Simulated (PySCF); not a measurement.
HSSi, SMILES [Si]=[SH+] (connectivity only; charge and spin as stated), charge +1, multiplicity 1. The structure is a stationary point at B3LYP-D3(BJ)/def2-TZVP. The isomer is the one that the SMILES or the coordinates give; other isomers of the formula were not compared.

TDA-LC-ωPBE/def2-TZVPD in PySCF puts the lowest singlet excitations at 4.00, 4.02, 4.63, 5.57, 7.40, 7.88 eV.

Question: What are the lowest excitation roots from PySCF with ADC(2)/aug-cc-pVDZ? (An estimate is asked for; the answer gives what the named calculation found.)

Answer: 3.80, 3.91, 4.70, 5.14, 7.36, 7.65 eV. S1 differs by -0.21 eV (second minus first; roots are paired by order, and the bases may differ).
